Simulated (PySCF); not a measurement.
Ni²⁺: ionisation energy

Ni²⁺ [Ar] 3d8 (3F) → Ni³⁺ [Ar] 3d7 (4F), as a difference of total energies. Computed with PySCF 2.14 in dyall-av2z (16s12p7d2f, 101 functions), with no relativity, point nucleus. Correlated levels: valence: [Ar] frozen; virtual orbitals above 40 to 60 times the deepest correlated orbital energy dropped. The calculations carry no spin-orbit coupling.

```csv
method,ionisation energy (eV)
UHF,32.865
LDA,36.516
PBE,36.064
PBE0,35.566
r2SCAN,35.697
MN15,36.298
PBEsol,36.055
BP86,36.152
r2SCAN0,35.347
MP2 (valence),34.912
SCS-MP2 (valence),34.841
```

Task: How much does correlation contribute at MP2 (valence)?

Result: 34.912 − (32.865) = 2.047 eV, measured against UHF.

A first-order spin-orbit estimate (lowest level to lowest level, LS coupling) adds -0.013 eV.

These non-relativistic numbers lack the scalar-relativistic shift.

Errors of the correlated levels include the incompleteness of this basis and the frozen core.

For comparison: 35.187 ± 0.019 eV (measured; NIST Atomic Spectra Database, ionization energies).
